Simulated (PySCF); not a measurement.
**Broadened absorption spectrum of C4H4O3**

Compound: C₄H₄O₃.
Atom-mapped SMILES: `[O:1]=[C:2]1[CH2:3][CH2:4][C:5](=[O:6])[O:7]1` (hydrogens: H8, H9 on C3; H10, H11 on C4)

Level of theory: TDDFT CAM-B3LYP/def2-SVPD, vertical, gas phase, core orbitals frozen in the response in PySCF 2.14.0, density-fitted response routines. Geometry: GFN2-xTB; no solvent, vibrations or thermal averaging.

Broadening: Gaussians 0.25 eV wide at half height, area fixed by f = 4.319×10⁻⁹ ∫ε dν̃. The width is an assumption, not a result. The curve ends short of the highest state used, and states not computed would add to its high-energy end.

(λ (nm), ε (L mol⁻¹ cm⁻¹)): (150.6, 43646), (152.7, 24252), (154.8, 4786), (156.9, 442), (159.0, 124), (161.1, 88), (163.2, 32), (165.3, 5), (167.3, 0), (169.4, 0), (171.5, 0), (173.6, 0), (175.7, 0), (177.8, 0), (179.9, 0), (182.0, 0), (184.1, 0), (186.2, 0), (188.3, 0), (190.4, 0), (192.5, 0), (194.6, 0), (196.7, 0), (198.8, 0), (200.9, 0), (203.0, 0), (205.1, 0), (207.2, 0), (209.3, 0), (211.4, 1), (213.5, 3), (215.6, 12), (217.7, 32), (219.7, 61), (221.8, 94), (223.9, 113), (226.0, 106), (228.1, 79), (230.2, 48), (232.3, 23), (234.4, 9), (236.5, 3), (238.6, 1), (240.7, 0)

Question: Where are the band maxima, and which computed states make them?

Answer: 224 nm (5.53 eV), ε about 110, made up of S1 (100%) (ε in L mol⁻¹ cm⁻¹; maxima over ε = 5, shares over 10%). At its high-energy end, 8.23 eV, the curve is still rising (ε about 44000, from S6). The states used: S1 5.53 eV (f 0.0010); S2 5.80 eV (f 0.0000); S3 7.72 eV (f 0.0000); S4 7.76 eV (f 0.0009); S5 7.97 eV (f 0.0007); S6 8.23 eV (f 0.384); S7 8.36 eV (f 0.044); S8 8.83 eV (f 0.018).

Question: On this curve, what absorbance would a 10⁻³ mol/L sample give at 222 nm over a 1 cm path?

Answer: 222 nm is 5.585 eV, where ε is about 97 L mol⁻¹ cm⁻¹, so A = ε c l ≈ 0.097 (Beer–Lambert, with the gas-phase spectrum and the assumed width).

Question: What would ε be at 5.53 eV, the highest of these maxima, with half the width (0.125 eV)?

Answer: About 226 L mol⁻¹ cm⁻¹ against 113, a factor of about 1.99; a lone state at its own centre would give exactly 2.

Question: Coming from long wavelengths, where does ε first pass 100 L mol⁻¹ cm⁻¹?

Answer: At about 227 nm (5.47 eV), 0.05 eV below S1.

Time: 41 s wall. Hardware: one thread of an x86-64 server, no GPU, shared host.
